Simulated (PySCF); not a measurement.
Basis-set dependence of the ionisation energy of Nd⁺

Nd⁺ [Xe] 4f4 6s1 (high-spin determinant) → Nd²⁺ [Xe] 4f4 (high-spin determinant). Calculated with PySCF 2.14 from differences of total energies of unrestricted determinants, without spin-orbit coupling. Values in eV.

```csv
basis,Hamiltonian,functions,UHF,LDA,PBE0,MP2 (valence),CCSD(T) (valence)
ANO-RCC-VDZP,spin-free X2C,68,10.000,11.077,10.737,10.593,n/a
cc-pVDZ-X2C,spin-free X2C,84,10.025,11.155,10.774,10.652,10.633
x2c-TZVPPall,spin-free X2C,113,10.037,11.180,10.807,10.741,10.728
cc-pwCVTZ-X2C,spin-free X2C,186,10.031,n/a,n/a,n/a,n/a
```

Question: Estimate the row for ANO-RCC-VTZP (spin-free X2C, 104 functions).

Answer: From the rows with the same Hamiltonian and similar size; the calculation gives UHF 10.04; LDA 11.21; PBE0 10.82; MP2 (valence) 10.72; CCSD(T) (valence) 10.70 (eV).

Frozen in the all-electron rows: valence: [Kr] 4d10.

Both determinants mix LS terms of the configuration, so the numbers do not refer to single terms; with the open shell unchanged, much of this cancels in the difference.

Between the lowest levels the reference is 10.783 ± 0.02 eV (semi-empirical (NIST evaluation); NIST Atomic Spectra Database, ionization energies); it includes spin-orbit coupling, which these numbers lack.
